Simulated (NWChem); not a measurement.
Species: SiH2OBrF; SMILES O[SiH](F)Br

```xyz
6

Si    -0.0109     0.9486     0.3846
O     -1.3567     1.6709    -0.2504
F      1.3469     1.5595    -0.2796
Br     0.0135    -1.2384    -0.0439
H     -0.0050     1.2134     1.8443
H     -1.5821     1.4459    -1.1708
```
Atoms are numbered in this order, from 1.

Computed with NWChem. All runs use the structure optimised with PBE-D3(BJ)/def2-SVP. Level M06-L/def2-SVP: energy and gradient on several grids; changes count from the extra-fine grid, which is no exact limit either.

| grid | size of the energy change (μHa) | largest change of a gradient component (μHa/bohr) | time, medium = 1 (rough) |
|---|---|---|---|
| xcoarse | 10000 | 6000 | about 1 |
| coarse | 1000 | 800 | about 1 |
| medium | 50 | 400 | about 1 |
| fine | < 10 | 100 | about 1 |
| xfine | < 10 | < 30 | 2 |
